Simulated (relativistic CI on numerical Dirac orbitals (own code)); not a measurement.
## Pd+: sensitivity of the levels to the model

Base calculation: Dirac-Coulomb-Breit CI, separate exchange-only KLI orbitals for each configuration, model QED (radiative potential, 1s self-energy scaled to tabulated hydrogen-like ionisation energies), valence Slater integrals scaled by 0.85, P86 correlation energy added to each configuration.

Configurations in the expansion (outside the closed core [Kr]): 4d9, 4d8 5s, 4d8 5p, 4d7 5s2, 4d8 6s, 4d8 5d, 4d8 6p, 4d7 5s 5p, 4d8 4f, 4d8 6d, 4d8 5f, 4d8 5g, 4d8 6f, 4d8 6g, 4d7 5s 6s, 4d7 5p2. Levels of other configurations are missing.

The lowest level and the first level of each name with at least 55 % of one term (blank where a level has no safe partner in the second run):

```
        Level  Base (cm⁻¹)  Shift (cm⁻¹)
   4d9 2D_5/2          0.0           0.0
   4d9 2D_3/2       3302.8          +1.0
4d8 5s 4F_9/2      25397.8        +373.9
4d8 5s 4F_7/2      27362.2        +374.6
4d8 5s 4F_5/2      29089.4        +374.1
4d8 5s 4F_3/2      30104.7        +373.9
4d8 5s 2F_7/2      33022.2        +386.9
4d8 5s 2F_5/2      35373.8        +384.3
4d8 5s 4P_5/2      37730.0        +378.9
4d8 5s 4P_1/2      40290.3        +376.9
4d8 5s 2D_5/2      42115.0        +377.7
4d8 5s 2G_9/2      45438.1        +379.7
4d8 5s 2P_3/2      45530.7        +393.4
4d8 5s 2G_7/2      45545.4        +379.8
```

Correlation outside the listed configurations is missing or only estimated: errors of thousands of cm⁻¹ between configurations and terms are usual at this charge. Rates and lifetimes follow the computed energies and can be off by large factors. The fine structure of a lone outer electron comes out too small, for d and f at times inverted, and misplaced configurations move strength between like terms. 16 of the 36 excited levels that our extract of the measured tables holds in this range could be paired (the sources list more); they are missed by 994 cm⁻¹ on average and 2379 at most, and levels without a partner can miss by more.

(1) One thing was changed in a second run, which moved the levels as shown. Which?
A. Slater integrals left unscaled
B. Breit term removed
C. non-relativistic limit
D. self-excluded LDA correlation estimate
E. configuration mixing switched off
F. QED terms removed

## Answers

(1) D. Self-excluded LDA correlation estimate. A correlation estimate moves all levels of a configuration together before mixing; mixed levels move by a weighted share.

LS names give the leading component of a level, which can be under half, so a name can repeat, a term be missing and a line seem to break the LS rules.
